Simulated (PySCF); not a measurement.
Bi(Cl)3 cation (BiCl3), SMILES [Cl][Bi]([Cl])[Cl] (connectivity only; charge and spin as stated), charge +1, multiplicity 2. Atoms are numbered in the order given.

```xyz
4

Bi     0.0000     0.0000     0.5466
Cl     1.7555     1.0135    -0.8896
Cl     0.0000    -2.0270    -0.8896
Cl    -1.7555     1.0135    -0.8896
```
Charge +1, spin multiplicity 2.

Coordinates come from a PBE0-D3(BJ)/def2-SVP optimisation. A frequency run showed that this geometry is not a minimum. The spin state was assumed, not searched. The isomer is the one that the SMILES or the coordinates give; other isomers of the formula were not compared. The def2 effective core potentials stand for the cores of Bi; spin–orbit coupling is left out.

All values below come from C-PCM-B3LYP/def2-SVP (PySCF).

The values are the electrostatic part of the solvation free energy, E(continuum) − E(gas) at the gas-phase geometry, in a cavity of scaled van der Waals radii (PySCF's table); cavitation and dispersion terms are not included. A continuum can't describe solvent molecules that bind to the metal.

**Question.** Estimate the values in water (ε = 78.36), n-hexane (ε = 1.88), ethanol (ε = 24.85). (The exact figures need the calculation; the answer reports its results.)

**Answer.** 
| solvent | ε | ΔG(elec) (kcal/mol) |
|---|---|---|
| water | 78.36 | -62.4 |
| n-hexane | 1.88 | -28.9 |
| ethanol | 24.85 | -60.5 |
